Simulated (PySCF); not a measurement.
Co (cobalt, neutral): UHF calculation

Configuration: [Ar] 3d7 4s2, high-spin 4F determinant. Calculation: PySCF 2.14, in cc-pVTZ; the non-relativistic Hamiltonian (point nucleus).

| Item | Value |
| --- | --- |
| Total energy | -1381.425137 hartree |
| One-electron energy | -1913.8756 hartree |
| Hartree (Coulomb) energy | 590.4664 hartree |
| Exchange energy | -58.0160 hartree |
| Kinetic energy | 1381.47797 hartree |
| ⟨S²⟩ | 3.7599 |
| ⟨L²⟩ | 12.028 |
| Sum of ⟨r⟩ | 21.91 bohr |
| Sum of ⟨r²⟩ | 39.44 bohr² |
| Density at the nucleus (Gaussians lack the cusp) | 13300 bohr⁻³ |
| Spin density at the nucleus | 0.792 bohr⁻³ |
| Langevin diamagnetic susceptibility | -31.2 ×10⁻⁶ cm³/mol |
| Time after the integrals | 0.84 s of wall time on 1 thread of Neoverse-N1 (shared host) |

| shell | electrons | mean orbital energy (hartree) | spread (hartree) | rms radius, mean of both spins (bohr) |
| --- | --- | --- | --- | --- |
| 1s α | 1 | -283.06549 | 0 | 0.0659 |
| 1s β | 1 | -283.06298 | 0 | 0.0659 |
| 2s α | 1 | -34.91992 | 0 | 0.279 |
| 2s β | 1 | -34.81637 | 0 | 0.279 |
| 2p α | 3 | -30.17049 | 0 | 0.250 |
| 2p β | 3 | -30.06949 | 0 | 0.250 |
| 3s α | 1 | -4.66546 | 0 | 0.840 |
| 3s β | 1 | -4.38407 | 0 | 0.840 |
| 3p α | 3 | -3.17703 | 0 | 0.894 |
| 3p β | 3 | -2.83843 | 0 | 0.894 |
| 3d α | 5 | -0.71867 | 0.05314 | 1.16 |
| 3d β | 2 | -0.58221 | 0 | 1.16 |
| 4s α | 1 | -0.28093 | 0 | 3.41 |
| 4s β | 1 | -0.25537 | 0 | 3.41 |
